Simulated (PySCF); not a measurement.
CCl₂F, SMILES Cl[C](Cl)F (connectivity only; charge and spin as stated), charge +1, multiplicity 1. Coordinates come from a B3LYP-D3(BJ)/def2-SVP optimisation. The spin state was assumed, not searched. The isomer is the one that the SMILES or the coordinates give; other isomers of the formula were not compared.

These are B3LYP-D3(BJ)/def2-SVP (PySCF 2.14.0) values and carry that method's errors.

Harmonic wavenumbers (cm⁻¹): 331, 449, 594, 650, 1142, 1412. Rotational constants (GHz): 7.971, 3.382, 2.375; symmetry number 2.

Task: Work out the zero-point energy and the ideal-gas rigid-rotor harmonic-oscillator thermochemistry at 298.15 K and 1 atm.

Result: ZPE = ½ Σ hcν = ½ × 4577 cm⁻¹ = 27.38 kJ/mol. H − E(el) = 39.85 kJ/mol. Entropy in J/(mol K): translation 166.42, rotation 103.11, vibration 12.37, total 281.89. G − E(el) = -44.20 kJ/mol. Cp = 55.43 J/(mol K).
